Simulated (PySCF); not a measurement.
A geometry optimisation, step by step.

C₆H₁₅P.
SMILES with atom numbers: `[CH3:1][CH2:2][P:3]([CH2:4][CH3:5])[CH2:6][CH3:7]` (hydrogens: H8, H9, H10 on C1; H11, H12 on C2; H13, H14 on C4; H15, H16, H17 on C5; H18, H19 on C6; H20, H21, H22 on C7)

Method: PySCF 2.14.0, PBE0-D3(BJ)/def2-SVP geometry optimisation, gas phase; density fitting, grid level 1; the optimiser is geomeTRIC in internal coordinates, started from a GFN2-xTB structure with every atom displaced at random (about 0.01 Å). The frame can shift and turn from step to step; on so coarse a grid that alone can change the energy by a few meV, and forces under 0.02 eV/Å are noise.

Step 0: E = -15737.4153 eV, largest atomic force 1.645 eV/Å
```
atom  x, y, z in Å  |  force x, y, z in eV/Å
C1     -1.583   -2.291    0.335   -0.353   1.440   0.517
C2     -0.274   -1.552    0.472    0.079   0.105  -0.122
P3     -0.149   -0.083   -0.682    0.722   0.098   0.783
C4      1.587    0.515   -0.128   -1.539  -0.218  -0.350
C5      2.678   -0.324   -0.735    0.442   1.038   0.651
C6     -1.163    1.124    0.317    0.167  -0.117  -0.268
C7     -1.205    2.496   -0.323   -1.541  -0.574   0.057
H8     -2.412   -1.617    0.630    0.001  -0.251   0.028
H9     -1.768   -2.554   -0.685   -0.170  -0.486  -1.070
H10    -1.628   -3.162    0.961   -0.049  -0.799   0.488
H11    -0.122   -1.226    1.517    0.099   0.028  -0.050
H12     0.543   -2.236    0.215    0.285  -0.047  -0.015
H13     1.624    1.557   -0.474    0.222   0.120   0.056
H14     1.593    0.508    0.976    0.143   0.060  -0.032
H15     2.597   -0.343   -1.810    0.012  -0.067  -0.814
H16     2.643   -1.330   -0.359    0.055  -0.915   0.236
H17     3.651    0.113   -0.458    0.127  -0.193  -0.137
H18    -2.180    0.712    0.373   -0.131  -0.068   0.059
H19    -0.771    1.176    1.342    0.037  -0.048   0.183
H20    -0.255    2.967   -0.337    1.344   0.666  -0.049
H21    -1.903    3.152    0.221    0.041   0.070  -0.050
H22    -1.567    2.402   -1.357    0.008   0.158  -0.104
```

Step 1: E = -15737.5788 eV, largest atomic force 0.382 eV/Å
```
atom  x, y, z in Å  |  force x, y, z in eV/Å
C1     -1.642   -2.253    0.418   -0.051  -0.207  -0.115
C2     -0.310   -1.534    0.548    0.092   0.035   0.031
P3     -0.161   -0.049   -0.564    0.078   0.045   0.031
C4      1.519    0.564   -0.029   -0.069  -0.059  -0.033
C5      2.665   -0.256   -0.603   -0.106  -0.152  -0.078
C6     -1.226    1.147    0.383   -0.012  -0.055   0.076
C7     -1.300    2.527   -0.249    0.346   0.163  -0.010
H8     -2.481   -1.621    0.736   -0.074   0.073   0.039
H9     -1.837   -2.546   -0.630    0.039   0.006   0.135
H10    -1.674   -3.167    1.039    0.029   0.098  -0.086
H11    -0.126   -1.230    1.595   -0.002  -0.008  -0.013
H12     0.513   -2.214    0.270   -0.027   0.011   0.005
H13     1.596    1.606   -0.378   -0.008   0.015   0.008
H14     1.566    0.592    1.075   -0.003   0.014  -0.001
H15     2.604   -0.301   -1.704    0.033  -0.007   0.095
H16     2.646   -1.295   -0.228    0.025   0.096  -0.059
H17     3.642    0.169   -0.334    0.054   0.038   0.022
H18    -2.236    0.705    0.422    0.011  -0.012   0.001
H19    -0.867    1.206    1.427   -0.027   0.014  -0.031
H20    -0.310    3.029   -0.262   -0.249  -0.132   0.005
H21    -1.985    3.185    0.305   -0.045   0.028   0.025
H22    -1.649    2.471   -1.290   -0.032  -0.003  -0.050
```

Step 2: E = -15737.5824 eV, largest atomic force 0.073 eV/Å
```
atom  x, y, z in Å  |  force x, y, z in eV/Å
C1     -1.642   -2.256    0.415   -0.039  -0.017  -0.014
C2     -0.311   -1.532    0.551    0.013   0.019   0.001
P3     -0.161   -0.047   -0.560   -0.005   0.006   0.012
C4      1.516    0.559   -0.029   -0.010  -0.025  -0.021
C5      2.663   -0.258   -0.607   -0.010  -0.007  -0.001
C6     -1.227    1.150    0.386   -0.003  -0.014   0.010
C7     -1.296    2.531   -0.248    0.060   0.040  -0.011
H8     -2.487   -1.625    0.733    0.013  -0.002   0.000
H9     -1.830   -2.552   -0.629    0.011  -0.001   0.015
H10    -1.668   -3.167    1.034    0.005   0.007  -0.004
H11    -0.129   -1.229    1.598   -0.006  -0.004   0.000
H12     0.513   -2.211    0.274   -0.002  -0.002  -0.002
H13     1.592    1.604   -0.374    0.006   0.003   0.005
H14     1.565    0.586    1.075    0.011   0.007   0.001
H15     2.607   -0.299   -1.707    0.006   0.008   0.005
H16     2.651   -1.297   -0.240    0.001   0.009  -0.003
H17     3.639    0.172   -0.334    0.000   0.002   0.002
H18    -2.237    0.707    0.424    0.004  -0.002  -0.005
H19    -0.872    1.211    1.431   -0.003   0.007   0.002
H20    -0.311    3.027   -0.260   -0.035  -0.024   0.004
H21    -1.984    3.191    0.303   -0.008  -0.006  -0.003
H22    -1.645    2.474   -1.291   -0.011  -0.003   0.006
```

Step 3: E = -15737.5827 eV, largest atomic force under 0.02 eV/Å
```
atom  x, y, z in Å  |  force x, y, z in eV/Å
C1     -1.643   -2.259    0.414   -0.007   0.006  -0.001
C2     -0.314   -1.532    0.553    0.004   0.006  -0.002
P3     -0.162   -0.047   -0.557   -0.006  -0.002   0.006
C4      1.516    0.557   -0.028   -0.004  -0.008  -0.006
C5      2.663   -0.256   -0.611    0.003   0.005   0.001
C6     -1.227    1.151    0.389    0.006  -0.002   0.002
C7     -1.294    2.532   -0.248   -0.005   0.003  -0.004
H8     -2.490   -1.629    0.729    0.004  -0.002  -0.002
H9     -1.826   -2.557   -0.630    0.001  -0.002  -0.005
H10    -1.668   -3.170    1.032    0.001  -0.003   0.006
H11    -0.136   -1.230    1.601   -0.003  -0.003   0.001
H12     0.511   -2.210    0.278    0.004   0.001   0.000
H13     1.592    1.603   -0.371   -0.003   0.002   0.003
H14     1.569    0.582    1.075    0.004   0.003   0.002
H15     2.608   -0.292   -1.710    0.002   0.004  -0.005
H16     2.654   -1.296   -0.248   -0.002  -0.006   0.001
H17     3.639    0.174   -0.336   -0.003  -0.002   0.001
H18    -2.237    0.709    0.425    0.000  -0.001  -0.003
H19    -0.874    1.214    1.434   -0.001   0.001   0.002
H20    -0.310    3.026   -0.259    0.009   0.002   0.001
H21    -1.982    3.193    0.302   -0.001  -0.003  -0.002
H22    -1.643    2.473   -1.290   -0.004   0.000   0.004
```

Q: Summarise the path.

A: The energy falls by 16.15 kJ/mol from step 0 to step 3; nine tenths of that is first reached at step 1. It falls at every step. The largest force goes from 1.645 to under 0.02 eV/Å. Among the bonds P3–C4 changes most, from 1.918 to 1.861 Å; the atoms move by 0.037 Å rms after alignment.

Q: Follow the three bonds and two angles with the largest change from start to end.

A: 
| step | E above end (kJ/mol) | largest force (eV/Å) | P3–C4 (Å) | C7–H20 (Å) | C1–H9 (Å) | C2–C1–H8 (°) | C4–C5–H17 (°) |
| --- | --- | --- | --- | --- | --- | --- | --- |
| 0 | 16.15 | 1.645 | 1.918 | 1.060 | 1.069 | 109.1 | 108.5 |
| 1 | 0.38 | 0.382 | 1.867 | 1.110 | 1.105 | 111.9 | 111.6 |
| 2 | 0.02 | 0.073 | 1.861 | 1.103 | 1.102 | 111.9 | 111.3 |
| 3 | 0.00 | under 0.02 | 1.861 | 1.101 | 1.101 | 111.8 | 111.3 |

What follows is the cost of the whole optimisation. On Intel Xeon 6975P-C, one thread, shared host with 192 logical CPUs at a one-minute load of 54, this took 39 s wall and 0.77 GiB of memory at its peak.
